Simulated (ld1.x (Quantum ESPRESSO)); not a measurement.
tin (Sn): excitation energies, all-electron against RRKJ

ld1.x (Quantum ESPRESSO) 7.5 input, shortened:

```
&input
   title='Sn', zed=50., rel=2, dft='PBE', iswitch=3,
   config='[Kr] 4d10 5s2 5p2', rel_dist='average'
 /
 &inputp
   pseudotype=2, tm=.false., rho0=0.01, lloc=-1, rcloc=1.80,
   nlcc=.false.
 /
3
5S  1  0   2.00   0.00  1.95  1.95  0.0
4P  2  1   6.00   0.00  1.55  1.55  0.0
4D  3  2  10.00   0.00  1.00  1.00  0.0
 &test
   configts(1)='4p6 4d10 5s2 5p2'
 /
```

Open shells are filled in proportion to 2j + 1 (rel_dist='average').

Occupied shells without a wave of their own: 5p. They enter only through the test configuration that unscreens the potential.

Energies are relative to the spin-unpolarised reference configuration 4p6 4d10 5s2 5p2; without spin polarisation the order of configurations can differ from experiment.

```json
{"valence configuration": "4p6 4d10 5s2 5p1", "charge": "+1", "ΔE all-electron (eV)": "6.887", "error AE − PS (meV)": "+286"}
{"valence configuration": "4p6 4d10 5s2 5p0", "charge": "+2", "ΔE all-electron (eV)": "20.858", "error AE − PS (meV)": "+737"}
{"valence configuration": "4p6 4d10 5s1 5p0", "charge": "+3", "ΔE all-electron (eV)": "51.828", "error AE − PS (meV)": "+992"}
{"valence configuration": "4p6 4d10 5s2 5p2.3", "charge": "-0.3", "ΔE all-electron (eV)": "-0.853", "error AE − PS (meV)": "-54"}
{"valence configuration": "4p6 4d10 5s0 5p4", "charge": "0", "ΔE all-electron (eV)": "14.147", "error AE − PS (meV)": "-518"}
{"valence configuration": "4p6 4d10 5s1 5p2", "charge": "+1", "ΔE all-electron (eV)": "14.517", "error AE − PS (meV)": "+18"}
```

Task: What are ΔE and the potential's error for 4p6 4d10 5s1 5p3?

Result: ΔE = 6.959 eV all-electron; the error (AE − PS) is -233 meV.

ld1.x printed “convergence not achieved” for 5 of the counted tests; their residual had stalled under 1e-8, short of the target of 1e-14. The 5p level has no wave, so the channel is fitted at the deeper level alone: the likely source of the large errors.

Note: ghost state, extra bound levels that the all-electron valence spectrum of the same l lacks: s at -22.8 eV. A true bound ghost makes a file unfit for plane-wave use.
